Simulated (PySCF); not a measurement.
# Single point on MoO⁺

State: ⁴Π (quartet), unpaired electrons π ↑, δ ↑↑, a second solution, started from another occupation.

An equivalent input (the run itself took its basis sets from the Basis Set Exchange, started from a PBE0 density and held the occupation σ 5α 5β, πx 2α 2β, πy 3α 2β, δx 1α 0β, δy 1α 0β):

```python
from pyscf import gto, dft
mol = gto.M(atom='Mo 0 0 0; O 0 0 1.616', basis={'Mo': 'def2-TZVPPD', 'O': 'def2-TZVPPD'}, ecp={'Mo': 'def2-TZVPPD'},
            charge=1, spin=3, verbose=4, symmetry='C2v')
mf = dft.UKS(mol, xc='PBE0')
mf.grids.atom_grid = (80, 434)
mf.grids.prune = dft.gen_grid.treutler_prune
mf.irrep_nelec = {'A1': (6, 5), 'A2': (1, 0), 'B1': (2, 2), 'B2': (3, 2)}
mf.conv_tol = 1e-9
mf.max_cycle = 60
mf.diis_space = 10
mf.kernel()
```

The log (some set-up lines and the per-cycle HOMO/LUMO lines removed):

```
******** <class 'pyscf.dft.uks_symm.SymAdaptedUKS'> ********
method = SymAdaptedUKS
damping factor = 0
level_shift factor = 0
DIIS = <class 'pyscf.scf.diis.CDIIS'>
diis_start_cycle = 1
diis_space = 10
diis_damp = 0
SCF conv_tol = 1e-09
SCF conv_tol_grad = None
SCF max_cycles = 60
number electrons alpha = 12  beta = 9
Set gradient conv threshold to 3.16228e-05
init E= -142.991635686081
cycle= 1 E= -143.013607579965  delta_E= -0.022  |g|= 0.0204  |ddm|= 0.0432
cycle= 2 E= -143.012964164532  delta_E= 0.000643  |g|= 0.0467  |ddm|= 0.0289
cycle= 3 E= -143.013717907233  delta_E= -0.000754  |g|= 0.0128  |ddm|= 0.0233
cycle= 4 E= -143.01377476077  delta_E= -5.69e-05  |g|= 0.00139  |ddm|= 0.00556
cycle= 5 E= -143.013776685138  delta_E= -1.92e-06  |g|= 0.000518  |ddm|= 0.00146
cycle= 6 E= -143.013777567865  delta_E= -8.83e-07  |g|= 0.000286  |ddm|= 0.00131
cycle= 7 E= -143.013777875477  delta_E= -3.08e-07  |g|= 9.38e-05  |ddm|= 0.00103
cycle= 8 E= -143.01377789714  delta_E= -2.17e-08  |g|= 2.13e-05  |ddm|= 0.000295
cycle= 9 E= -143.013777897786  delta_E= -6.46e-10  |g|= 9.62e-06  |ddm|= 4.41e-05
Extra cycle  E= -143.013777897538  delta_E= 2.48e-10  |g|= 2.93e-05  |ddm|= 2.1e-05
converged SCF energy = -143.013777897538  <S^2> = 3.7827828  2S+1 = 4.016358
```

Repeating this along the bond gives Re = 1.654 Å and ωe = 1046 cm⁻¹.

A point of this curve took 2.3 CPU seconds beside 0.49 for the integrals, on Intel Xeon 6975P-C (shared host).

Spin–orbit coupling is left out.
